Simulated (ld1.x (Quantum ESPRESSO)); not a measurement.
**Ranking TM potentials for nitrogen (N)**

All share these settings but for the change named:

N (Z = 7), norm-conserving Troullier–Martins (Kleinman–Bylander form), made with ld1.x (Quantum ESPRESSO) 7.5 (LDA (PZ), scalar-relativistic). Core [He], reference 2s2 2p1 (charge +2). Waves: 2s (bound): rc 0.95 bohr; 3d channel at 0.1 Ry: rc 1.60 bohr; 2p (bound): rc 1.85 bohr. Local part: the p channel. Core correction: a·sin(br)/r model core, default radius (core density twice the valence density).

Test errors are all-electron minus pseudo excitation energies from the reference, over 2s2 2p3; 2s2 2p2; 2s2 2p0; 2s0 2p5; 2s1 2p3; 2s1 2p4; 2s2 2p2.5. None of these files shows a bound ghost.

The base gives 517.2 meV.

Of 11 variants that were run, those that failed, showed a ghost or another fault, or gave nearly equal values are left out.

A variant can come out equal or close to the base, since the largest error may sit in a test that the change hardly touches while other tests move.

Problem. Rank these variants by their largest absolute test error, smallest first.
A. functional Wu–Cohen
B. local potential all-electron potential smoothed inside 0.80 bohr (lloc = -2)
C. wave 3d channel at 0.1 Ry: rc 1.60 bohr becomes 3d channel at 0.1 Ry: rc 2.24 bohr

Solution. A (434.7 meV), C (517.2 meV), B (660.5 meV).
